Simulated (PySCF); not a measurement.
B3LYP on Si⁻ (silicon, charge -1), [Ne] 3s2 3p3, high-spin 4S determinant. Computed with PySCF 2.14 in dyall-av2z (13s9p2d, 50 functions), with no relativity, point nucleus.

```
cycle= 1 E= -289.444453442975  delta_E= -0.00905  |g|= 0.0129  |ddm|= 0.159
cycle= 2 E= -289.444500917401  delta_E= -4.75e-05  |g|= 0.0122  |ddm|= 0.063
cycle= 3 E= -289.444643160034  delta_E= -0.000142  |g|= 0.00158  |ddm|= 0.0262
cycle= 4 E= -289.444643602665  delta_E= -4.43e-07  |g|= 0.000427  |ddm|= 0.00217
cycle= 5 E= -289.444643870713  delta_E= -2.68e-07  |g|= 5.31e-05  |ddm|= 0.00139
cycle= 6 E= -289.444643874147  delta_E= -3.43e-09  |g|= 2.66e-06  |ddm|= 0.000162
cycle= 7 E= -289.444643874153  delta_E= -6.25e-12  |g|= 4.07e-07  |ddm|= 8.28e-06
converged SCF energy = -289.444643874153  <S^2> = 3.7502789  2S+1 = 4.0001395
```

Highest occupied orbital energy: 0.631 eV; ⟨L²⟩ = 0.00; populations by l: s 6.00, p 9.00, d 0.00.

Can this result be used?

With care. The run converged. At B3LYP the highest occupied level has a positive energy, so only the finite basis holds that electron; in a semilocal or global hybrid functional this comes from self-interaction and does not mean that the real anion is unbound.
